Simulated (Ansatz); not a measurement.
Reaction (ligand exchange at the Si–C bond): `C[SiH2]C[SiH2]F` + `[NH2][GeH3]` → `C[SiH2][NH][GeH3]` + `C[SiH2]F`

Program: Ansatz. Geometries: PBE0-D4/def2-TZVP. ΔE: electronic, gas phase. CBS: MP2 limit from def2 TZ/QZ plus the TZ coupled-cluster correction, frozen cores. Functionals use def2-TZVPP. B3LYP here is the variant with VWN-RPA as its local correlation; programs differ in this. For Ge outer-core shells are correlated without core-valence functions, which leaves a few kJ/mol of doubt a bond. Scalar relativity is left out up to krypton. One conformer a species, not always the lowest.

CCSD(T)/CBS gives -55.2 kJ/mol.

(1) Another level gave -50.5 kJ/mol. Which?
A. B3LYP/def2-TZVPP
B. PBE0/def2-TZVPP
C. PBE-D4/def2-TZVPP
D. HF/def2-TZVPP

Largest T1 diagnostic among the species: 0.011.

Answers

(1) B. PBE0 -50.5, B3LYP -58.0, HF/def2-TZVPP -67.6, PBE-D4 -45.9 kJ/mol.

In def2-TZVPP, CCSD(T) changes the Hartree–Fock value by +12.3 kJ/mol (the triples alone add +1.7 kJ/mol) and MP2 by +10.9 kJ/mol.
